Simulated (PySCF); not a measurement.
Several structures and their simulated spectra, in scrambled order.

A. `F[SiH2]C#C[SiH2]N([SiH3])[SiH3]`
B. SMILES n1c(F)nno1
C. `FC(/C([SiH2]C)=C\[SiH3])F`

Spectrum 1. ¹³C{¹H} NMR (computed): δ 183.9 (C, d, J = 345.0 Hz).

Spectrum 2. ¹³C{¹H} NMR (computed): δ 118.6 (C), 117.7 (C).

Spectrum 3. ¹³C{¹H} NMR (computed): δ 171.7 (C), 151.7 (CH), 122.2 (CH), -3.9 (CH3).

PySCF 2.14.0 with density-fitted response routines calculation with GFN2-xTB geometry, GIAO PBE0/pcSseg-1 shieldings and couplings computed with B3LYP/pcJ-1; equivalent nuclei averaged, one conformer, non-relativistic, gas phase.

Shifts are taken against calculated references (same method and geometry level): ¹³C vs TMS. Splittings of carbon signals by F and P are missing where no couplings were computed. One-bond C–F couplings are unscaled and too large by tens of Hz. Shifts are as computed. Against solution values, carbons near 30 ppm lie about +3 ppm off and those near 130 ppm about +5 ppm. Of 1211 compounds with measured shifts, 218 miss one by over three times the rms of a fit or turn the order of signals round; such compounds aren't used in these exercises.

Problem. Match each spectrum to its structure.

Solution. 1–B, 2–A, 3–C.

- Spectrum 1 (B): a single ¹³C signal, at 183.9 ppm (aromatic carbon bearing fluorine).
- Spectrum 2 (A): 2 ¹³C signals; δC 118.6 is an alkyne carbon; δC 117.7 is an alkyne carbon.
- Spectrum 3 (C): 4 ¹³C signals; δC 151.7 is an alkene CH; δC 122.2 is an allylic sp3 CH bonded to 2 F.
